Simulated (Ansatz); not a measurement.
AlNH$_{2}$Br (SMILES [NH2][Al][Br]), doublet: a single point displaced at random from its PBE0-D4/def2-TZVP minimum.

Input (in.yaml):

```yaml
crystal:
  periodic: [false, false, false]
  atoms:
    - {symbol: N, position_ang: [-0.525262, 0.633131, -0.439450]}
    - {symbol: Al, position_ang: [0.204179, -1.185321, 0.095481]}
    - {symbol: Br, position_ang: [1.850107, -1.249712, 1.567400]}
    - {symbol: H, position_ang: [0.056303, 1.211230, 0.202446]}
    - {symbol: H, position_ang: [-1.291988, 0.783627, -1.199290]}
basis:
  gaussian: {orbitals: def2-TZVPP}
magnetization: {spin_polarized: true, initial_magnetization: 1}
correlation: {method: ccsd_t}
scf: {omitted_lower_state_checks: [cluster_reference]}
output: {forces: true}
```

An equivalent command:

```bash
ansatz run in.yaml --threads 4 --pin off --events-out ev --progress --plain
```

The run's output (Ansatz 0.2.0):

```
Functional definition: HF
  name "HF"
  cite "Fock, Z. Phys. 61, 126 (1930) doi:10.1007/BF01340294"
  parent pbe
  exchange = exact_x
  correlation = 0
these checks for a lower state are left out or cut short: cluster_reference
937 factors; integrals over basis functions are off by at most 7.9e-4 eV
mean field evaluation 1: about -78093.1499 eV, gradient 2.7e1 eV
mean field evaluation 2: about -78093.1520 eV, gradient 2.7e1 eV
mean field evaluation 4: about -78096.8728 eV, gradient 2.6e0 eV
mean field evaluation 8: about -78097.0312 eV, gradient 2.3e-1 eV
mean field evaluation 16: about -78096.4065 eV, gradient 7.0e0 eV
mean field -78097.03293555 eV, -2870.0130243114 hartree, gradient 8.2e-6 eV, S^2 0.756436; 2 other end points of the search recorded, 0 dependent functions left out
15 core orbitals not correlated: weight in the atoms' cores, before any rotation towards them, 0.999 or more for the frozen orbitals, at most 0.001 for the correlated occupied ones
reference -78097.03293555 eV, -2870.0130243114 hartree; 14, 13 occupied and 120, 121 virtual orbitals, 937 factors
too little memory for Intel AMX tiles; the run may be slower
second order -15.03921432 eV of doubles, -0.00000000 eV of singles
cycle   1  -15.01327061 eV  change    2.6e-2 eV  update   8.4e-2
cycle   2  -15.36386116 eV  change   -3.5e-1 eV  update   2.7e-2
cycle   3  -15.44827586 eV  change   -8.4e-2 eV  update   1.8e-2
cycle   4  -15.43742726 eV  change    1.1e-2 eV  update   6.3e-3
cycle   5  -15.43618795 eV  change    1.2e-3 eV  update   3.3e-3
cycle   6  -15.43697405 eV  change   -7.9e-4 eV  update   1.1e-3
cycle   7  -15.43664133 eV  change    3.3e-4 eV  update   4.3e-4
cycle   8  -15.43674902 eV  change   -1.1e-4 eV  update   1.5e-4
cycle   9  -15.43675902 eV  change   -1.0e-5 eV  update   5.7e-5
cycle  10  -15.43672606 eV  change    3.3e-5 eV  update   2.7e-5
cycle  11  -15.43674469 eV  change   -1.9e-5 eV  update   1.5e-5
cycle  12  -15.43674612 eV  change   -1.4e-6 eV  update   7.8e-6
cycle  13  -15.43675092 eV  change   -4.8e-6 eV  update   4.5e-6
cycle  14  -15.43674941 eV  change    1.5e-6 eV  update   2.0e-6
cycle  15  -15.43674810 eV  change    1.3e-6 eV  update   8.6e-7
perturbative correction -0.60789159 eV, -0.0223396037 hartree
the calculation of the forces begins
Total energy: -78113.07757524 eV, -2870.6026539444 hartree
Atom 0 at    -0.525262     0.633131    -0.439450 Å, force     0.639181    -3.808307     0.220557 eV/Å
Atom 1 at     0.204179    -1.185321     0.095481 Å, force    -2.155554     2.462537    -1.832785 eV/Å
Atom 2 at     1.850107    -1.249712     1.567400 Å, force     0.702888     0.100530     0.660390 eV/Å
Atom 3 at     0.056303     1.211230     0.202446 Å, force    -1.595026     0.709356    -1.556317 eV/Å
Atom 4 at    -1.291988     0.783627    -1.199290 Å, force     2.408511     0.535884     2.508155 eV/Å
Dipole moment:    -0.172550     0.000380    -0.156399 e Å
Checks for a lower state left out: cluster_reference
```

Time: 3 min of wall clock on 4 CPU threads; the host was shared. Peak host memory: 4 GiB.
